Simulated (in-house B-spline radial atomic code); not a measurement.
Ionisation energies with and without relativity, with size and susceptibility from the Dirac run. Dirac energy differences include first-order Breit, QED and recoil terms. NIST's values go from ground level to ground level; the uncertainty of those that are theory runs from under 0.1 % in few-electron ions to several per cent in heavy many-electron ones. Computed with an all-electron radial atomic-structure program (B-spline basis): non-relativistic Hartree-Fock and Dirac-Hartree-Fock, averages of the configuration (point nuclei without relativity, finite nuclei with it).

| ion | configuration | configuration after | ionisation non-relativistic (eV) | ionisation Dirac Breit and QED (eV) | tabulated value (eV) | tabulated kind | radius at density 0.001 (bohr) | diamagnetic susceptibility (10⁻⁶ cm³/mol) |
| --- | --- | --- | --- | --- | --- | --- | --- | --- |
| Br2+ | [Ar] 3d10 4s2 4p3 | [Ar] 3d10 4s2 4p2 | 33.05 | 33.10 | 34.871 | measured | 3.556 | -19.997 |
| Kr2+ | [Ar] 3d10 4s2 4p4 | [Ar] 3d10 4s2 4p3 | 36.01 | 36.07 | 35.838 | measured | 3.488 | -20.493 |
| Rb2+ | [Ar] 3d10 4s2 4p5 | [Ar] 3d10 4s2 4p4 | 39.04 | 39.10 | 39.247 | semi-empirical | 3.411 | -20.752 |
| Sr2+ | [Ar] 3d10 4s2 4p6 | [Ar] 3d10 4s2 4p5 | 42.13 | 42.22 | 42.88353 | measured | 3.332 | -20.846 |
| Zr2+ | [Kr] 4d2 | [Kr] 4d1 | 21.86 | 21.53 | 23.17 | semi-empirical | 3.635 | -24.048 |
| Nb2+ | [Kr] 4d3 | [Kr] 4d2 | ? | ? | ? | semi-empirical | ? | ? |
| Mo2+ | [Kr] 4d4 | [Kr] 4d3 | ? | ? | ? | semi-empirical | ? | ? |
| Tc2+ | [Kr] 4d5 | [Kr] 4d4 | 27.50 | 27.09 | 29.55 | semi-empirical | 3.514 | -24.587 |
| Ru2+ | [Kr] 4d6 | [Kr] 4d5 | ? | ? | ? | semi-empirical | ? | ? |
| Rh2+ | [Kr] 4d7 | [Kr] 4d6 | 31.18 | 30.70 | 31.06 | semi-empirical | 3.38 | -24.129 |
| Pd2+ | [Kr] 4d8 | [Kr] 4d7 | 33.01 | 32.50 | 32.93 | semi-empirical | 3.313 | -23.807 |
| Ag2+ | [Kr] 4d9 | [Kr] 4d8 | 34.85 | 34.30 | 34.8 | semi-empirical | 3.248 | -23.452 |

(1) Fill in the row of Nb2+.

(2) Fill in the row of Mo2+.

(3) Fill in the row of Ru2+.

Answers

(1) ionisation non-relativistic (eV): 23.77; ionisation Dirac Breit and QED (eV): 23.41; tabulated value (eV): 25.04; radius at density 0.001 (bohr): 3.622; diamagnetic susceptibility (10⁻⁶ cm³/mol): -24.513.

(2) ionisation non-relativistic (eV): 25.65; ionisation Dirac Breit and QED (eV): 25.26; tabulated value (eV): 27.13; radius at density 0.001 (bohr): 3.575; diamagnetic susceptibility (10⁻⁶ cm³/mol): -24.65.

(3) ionisation non-relativistic (eV): 29.34; ionisation Dirac Breit and QED (eV): 28.90; tabulated value (eV): 28.47; radius at density 0.001 (bohr): 3.448; diamagnetic susceptibility (10⁻⁶ cm³/mol): -24.399.
